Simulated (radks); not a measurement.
Charge is removed step by step from the 3s1/2 level of Al+, starting from [Ne] 3s2. All-electron calculation, Dirac Kohn-Sham, LDA (Slater exchange, Perdew-Wang correlation), spin-unpolarised, spherical densities, point nucleus. Program: a radial shooting solver on a logarithmic mesh with Libxc functionals.

[
 {"removed (e)": "0", "E - E(0) (eV)": "0.000", "eigenvalue (eV)": "-14.916", "E minus straight line (eV)": "0.000"},
 {"removed (e)": "0.25", "E - E(0) (eV)": "4.002", "eigenvalue (eV)": "-17.105", "E minus straight line (eV)": "-0.841"},
 {"removed (e)": "0.5", "E - E(0) (eV)": "8.557", "eigenvalue (eV)": "-19.344", "E minus straight line (eV)": "-1.128"},
 {"removed (e)": "0.75", "E - E(0) (eV)": "13.677", "eigenvalue (eV)": "-21.623", "E minus straight line (eV)": "-0.851"},
 {"removed (e)": "1", "E - E(0) (eV)": "19.370", "eigenvalue (eV)": "-23.929", "E minus straight line (eV)": "0.000"}
]

Removing the whole electron costs 19.370 eV by Delta-SCF, against 14.916 eV from minus the eigenvalue at the starting occupation. Slater's transition state (half an electron removed) gives 19.344 eV. Integrating minus the eigenvalue over the occupation (Janak's theorem) gives 19.370 eV. The mean slope of the eigenvalue, de/dn, is 9.01 eV per electron. Ionisation energy of Al+ in the NIST Atomic Spectra Database: 18.829 eV (measured).

Beside tabulated values, note that spin-unpolarised runs miss the spin-polarisation part of the exchange energy of open shells.
